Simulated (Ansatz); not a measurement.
Ideal-gas functions of `N[Si](O)(Cl)Br` at 800 K and 1 bar, from an Ansatz frequency run at PBE0-D4/def2-TZVP.

Molar mass 176.47 g/mol, point group C1 (symmetry number 1), electronic degeneracy 1, moments of inertia 188.005, 399.807, 457.867 u Å². Harmonic wavenumbers (cm⁻¹, unscaled): 129, 180, 210, 244, 256, 265, 374, 422, 461, 555, 818, 858, 895, 976, 1576, 3598, 3695, 3895.

Use S(trans) = R[1.5 ln M + 2.5 ln T − 1.1517]; rotational temperatures θ = 24.2544 K / I; S(rot) = R[ln(√π/σ · √(T³/θAθBθC)) + 1.5]; for each mode x = 1.438777 ν̃/T, S = R[x/(eˣ − 1) − ln(1 − e⁻ˣ)] and H = RT x/(eˣ − 1); 1 cm⁻¹ = 0.0119627 kJ/mol; R = 8.31446 J/(mol·K).

**Question.** By hand: the entropy, in J/(mol·K).

**Answer.** Translation 193.9. Rotation: θ = 0.129, 0.0607, 0.053 K, giving 133.0. Vibration, mode by mode: 20.48, 17.73, 16.46, 15.23, 14.84, 14.55, 11.77, 10.80, 10.11, 8.67, 5.82, 5.49, 5.20, 4.63, 1.97, 0.10, 0.08, 0.06, in all 164.0. Electronic 0.0. Sum 490.9 J/(mol·K).

**Question.** By hand: H − E and G − E in kJ/mol, counted from the electronic energy.

**Answer.** Zero-point energy ½ × 19407 × 0.0119627 = 116.1; thermal vibration 62.2; translation, rotation and pV give 4 RT = 26.6. H − E = 204.9 kJ/mol, and G − E = 204.9 − 800 × 490.9/1000 = -187.8 kJ/mol.

Vibration gives 33 % of the entropy, 20.5 J/(mol·K) of it from the mode under 150 cm⁻¹: soft modes count most, and the harmonic formula is weakest for them. The sum counts one conformer and one mirror image; others add a mixing term.
